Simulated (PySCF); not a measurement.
C2H6N (SMILES C[CH]N), doublet, at a GFN2-xTB geometry; DF-R2SCAN/6-311G** (PySCF).

The PySCF input:
```python
from pyscf import gto, scf, dft

mol = gto.Mole()
mol.atom = '''
    C     1.23129600   -0.25669769   -0.09655273
    C    -0.05799116    0.17393746    0.49940779
    N    -1.20100732    0.14966202   -0.31016964
    H     1.64723200    0.48863493   -0.78864494
    H     1.96813276   -0.42204686    0.68733552
    H     1.10338449   -1.18365188   -0.65721155
    H    -0.05524989    0.94758192    1.24931036
    H    -2.06668125    0.26362547    0.19896649
    H    -1.22959588   -0.64521633   -0.93569883
'''
mol.basis = '6-311g**'
mol.spin = 1
mol.verbose = 4
mol.build()

mf = dft.UKS(mol)
mf.xc = 'r2scan'
mf = mf.density_fit(auxbasis='def2-universal-jkfit')
mf.kernel()
```

Question: Predict the main parts of the log of this PySCF run.

Answer: 
```
PySCF version 2.14.0

[INPUT] verbose = 4
[INPUT] num. atoms = 9
[INPUT] num. electrons = 25
[INPUT] charge = 0
[INPUT] spin (= nelec alpha-beta = 2S) = 1
[INPUT] symmetry False subgroup None
[INPUT] Mole.unit = angstrom
[INPUT] Symbol           X                Y                Z      unit          X                Y                Z       unit  Magmom
[INPUT]  1 C      1.231296000000  -0.256697690000  -0.096552730000 AA    2.326812218272  -0.485088330909  -0.182458216279 Bohr   0.0
[INPUT]  2 C     -0.057991160000   0.173937460000   0.499407790000 AA   -0.109587410046   0.328694162202   0.943743947574 Bohr   0.0
[INPUT]  3 N     -1.201007320000   0.149662020000  -0.310169640000 AA   -2.269574908398   0.282820229049  -0.586135671755 Bohr   0.0
[INPUT]  4 H      1.647232000000   0.488634930000  -0.788644940000 AA    3.112817343620   0.923386192596  -1.490322946124 Bohr   0.0
[INPUT]  5 H      1.968132760000  -0.422046860000   0.687335520000 AA    3.719231893184  -0.797552977133   1.298875888486 Bohr   0.0
[INPUT]  6 H      1.103384490000  -1.183651880000  -0.657211550000 AA    2.085094496193  -2.236777880027  -1.241949835401 Bohr   0.0
[INPUT]  7 H     -0.055249890000   0.947581920000   1.249310360000 AA   -0.104407160512   1.790670309390   2.360854424982 Bohr   0.0
[INPUT]  8 H     -2.066681250000   0.263625470000   0.198966490000 AA   -3.905461549274   0.498179937760   0.375992174066 Bohr   0.0
[INPUT]  9 H     -1.229595880000  -0.645216330000  -0.935698830000 AA   -2.323599457094  -1.219282154797  -1.768214523776 Bohr   0.0

nuclear repulsion = 76.5135917641995
number of shells = 48
number of NR pGTOs = 141
number of NR cGTOs = 90
basis = 6-311g**
ecp = {}

******** <class 'pyscf.df.df_jk.DFUKS'> ********
method = DFUKS
initial guess = minao
damping factor = 0
level_shift factor = 0
DIIS = <class 'pyscf.scf.diis.CDIIS'>
diis_start_cycle = 1
diis_space = 8
diis_damp = 0
SCF conv_tol = 1e-09
SCF conv_tol_grad = None
SCF max_cycles = 50
direct_scf = False
number electrons alpha = 13  beta = 12
XC library pyscf.dft.libxc version 7.1.2
    S. Lehtola, C. Steigemann, M. J. T. Oliveira, and M. A. L. Marques,  SoftwareX 7, 1–5 (2018)
XC functionals = r2scan
    J. W. Furness, A. D. Kaplan, J. Ning, J. P. Perdew, and J. Sun,  J. Phys. Chem. Lett. 11, 8208–8215 (2020)
    J. W. Furness, A. D. Kaplan, J. Ning, J. P. Perdew, and J. Sun,  J. Phys. Chem. Lett. 11, 9248–9248 (2020)
    J. W. Furness, A. D. Kaplan, J. Ning, J. P. Perdew, and J. Sun,  J. Phys. Chem. Lett. 11, 8208–8215 (2020)
    J. W. Furness, A. D. Kaplan, J. Ning, J. P. Perdew, and J. Sun,  J. Phys. Chem. Lett. 11, 9248–9248 (2020)
radial grids:
    Treutler-Ahlrichs [JCP 102, 346 (1995); DOI:10.1063/1.469408] (M4) radial grids

becke partition: Becke, JCP 88, 2547 (1988); DOI:10.1063/1.454033
pruning grids: <function nwchem_prune>
grids dens level: 3
symmetrized grids: False
atomic radii adjust function: <function treutler_atomic_radii_adjust>
small_rho_cutoff = 0
Set gradient conv threshold to 3.16228e-05
tot grids = 100992
init E= -134.530886656029

cycle= 1 E= -134.424356520069  delta_E= 0.107  |g|= 0.299  |ddm|= 1.54
cycle= 2 E= -134.397976747316  delta_E= 0.0264  |g|= 0.388  |ddm|= 0.546
cycle= 3 E= -134.473352699545  delta_E= -0.0754  |g|= 0.0241  |ddm|= 0.312
cycle= 4 E= -134.473526904178  delta_E= -0.000174  |g|= 0.019  |ddm|= 0.0387
cycle= 5 E= -134.473687404922  delta_E= -0.000161  |g|= 0.00818  |ddm|= 0.0169
cycle= 6 E= -134.473717648076  delta_E= -3.02e-05  |g|= 0.00162  |ddm|= 0.00685
cycle= 7 E= -134.473719438358  delta_E= -1.79e-06  |g|= 0.000873  |ddm|= 0.00222
cycle= 8 E= -134.473719858507  delta_E= -4.2e-07  |g|= 0.000297  |ddm|= 0.000967
cycle= 9 E= -134.473719913955  delta_E= -5.54e-08  |g|= 8.66e-05  |ddm|= 0.00039
cycle= 10 E= -134.47371991998  delta_E= -6.03e-09  |g|= 1.38e-05  |ddm|= 0.000128
cycle= 11 E= -134.473719920163  delta_E= -1.83e-10  |g|= 6.09e-06  |ddm|= 2.48e-05
Extra cycle  E= -134.473719920172  delta_E= -8.61e-12  |g|= 6.36e-06  |ddm|= 1.09e-05
converged SCF energy = -134.473719920172  <S^2> = 0.75513588  2S+1 = 2.0051293
```
